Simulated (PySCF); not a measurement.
# Cost of response and excited-state runs on SMILES CC(=O)c1ccccc1, C8H8O

Geometry:
```tsv
atom	x (Å)	y (Å)	z (Å)
C1	-2.612	-0.133	0.667
C2	-1.681	0.581	-0.283
O3	-2.092	1.399	-1.076
C4	-0.236	0.236	-0.205
C5	0.285	-0.699	0.689
C6	1.641	-0.966	0.702
C7	2.495	-0.310	-0.170
C8	1.988	0.621	-1.063
C9	0.634	0.891	-1.078
H10	-2.568	-1.207	0.500
H11	-2.327	0.074	1.697
H12	-3.628	0.215	0.500
H13	-0.360	-1.222	1.377
H14	2.036	-1.692	1.398
H15	3.553	-0.525	-0.154
H16	2.649	1.135	-1.745
H17	0.217	1.613	-1.765
```

PySCF with density fitting, on 1 thread of an Arm Neoverse V1, shared host. Command: `OMP_NUM_THREADS=1 python excited_run.py task.json out`

Task: How long does each of these runs take, and how much memory?
- first hyperpolarisability, B3LYP/def2-SVPD; wavelengths [1064] nm
- excited states, CAM-B3LYP/def2-SVPD; Tamm-Dancoff; spin-orbit couplings; 6 states; 4 triplets; quadratic response for 4 states
- excited states, CAM-B3LYP/def2-SVPD; two-photon moments; 6 states; quadratic response for 5 states; 0 triplets
- excited states, wB97X/def2-SVPD; two-photon moments; 20 states; quadratic response for 5 states; 0 triplets; IEF-PCM chloroform

Result: 
| run | level | basis functions | wall time | peak memory (GiB) |
| --- | --- | --- | --- | --- |
| first hyperpolarisability | B3LYP/def2-SVPD | 247 | 53 s | 0.92 |
| excited states | CAM-B3LYP/def2-SVPD | 247 | 71 s | 1.1 |
| excited states | CAM-B3LYP/def2-SVPD | 247 | 89 s | 1.2 |
| excited states | wB97X/def2-SVPD | 247 | 2.2 min | 1.1 |

Times from a shared host are rough.
